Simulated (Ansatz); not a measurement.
Input for Ansatz (an electronic-structure program): R-CCSD(T)/def2-SVP on HIPbS (SMILES [SH][Pb][I]), a point of a torsion scan. Elements past Kr take the def2 small-core potentials; no spin–orbit coupling. The run froze 23 orbitals, filled d shells among them.

Ansatz 0.2 input:
```yaml
crystal:
  periodic: [false, false, false]
  atoms:
    - {symbol: S, position_ang: [-1.60419528, 0.37040634, -0.15151523]}
    - {symbol: Pb, position_ang: [0.68300804, 1.29659267, -0.68522757]}
    - {symbol: I, position_ang: [2.29631496, -0.61487394, 0.41688390]}
    - {symbol: H, position_ang: [-1.30021118, -0.74316544, 0.49048320]}
basis:
  gaussian:
    orbitals: def2-SVP
magnetization: {spin_polarized: false}
correlation: {method: ccsd_t, electrons: outside_noble_gas}
scf: {lower_state_search: off}
```

Program output:

```
WARN ansatz: RAYON_NUM_THREADS=1 ignored (pool sized by the plan → 1); use --threads N
Functional definition: HF
these checks for a lower state are left out or cut short: stability, starts, cluster_reference, orbital_swaps, neighbouring_geometries, increment
integrals: 0.07 GiB planned
895 factors; integrals over basis functions are off by at most 9.4e-4 eV
mean field: 0.24 GiB planned
mean field evaluation 1: about -24123.3124 eV, gradient 1.7e1 eV
mean field evaluation 2: about -24123.3858 eV, gradient 1.7e1 eV
mean field evaluation 4: about -24124.6505 eV, gradient 1.5e0 eV
mean field evaluation 8: about -24124.6732 eV, gradient 1.3e-1 eV
mean field -24124.67347488 eV, -886.5653979107 hartree, gradient 2.6e-6 eV, S^2 0.000000; 0 other end points of the search recorded, 0 dependent functions left out
23 core orbitals not correlated
reference -24124.67347488 eV, -886.5653979107 hartree; 9, 9 occupied and 43, 43 virtual orbitals, 895 factors
second order -7.71765271 eV of doubles, -0.00000000 eV of singles
coupled cluster: 0.13 GiB planned
cycle   1  -8.29682732 eV  change   -5.8e-1 eV  update   8.5e-2
cycle   2  -8.51984891 eV  change   -2.2e-1 eV  update   2.7e-2
cycle   3  -8.57533064 eV  change   -5.5e-2 eV  update   1.7e-2
cycle   4  -8.57209810 eV  change    3.2e-3 eV  update   5.8e-3
cycle   5  -8.57025598 eV  change    1.8e-3 eV  update   2.5e-3
cycle   6  -8.57026475 eV  change   -8.8e-6 eV  update   9.5e-4
cycle   7  -8.57031999 eV  change   -5.5e-5 eV  update   3.7e-4
cycle   8  -8.57041135 eV  change   -9.1e-5 eV  update   1.2e-4
cycle   9  -8.57041211 eV  change   -7.6e-7 eV  update   5.4e-5
cycle  10  -8.57040109 eV  change    1.1e-5 eV  update   2.0e-5
perturbative correction -0.26552541 eV, -0.0097578790 hartree
Total energy: -24133.50940138 eV, -886.8901122205 hartree
Checks for a lower state left out: stability, starts, cluster_reference, orbital_swaps, neighbouring_geometries, increment
```

Self-consistency was reached.

Cost: very roughly 1.6 core-seconds.
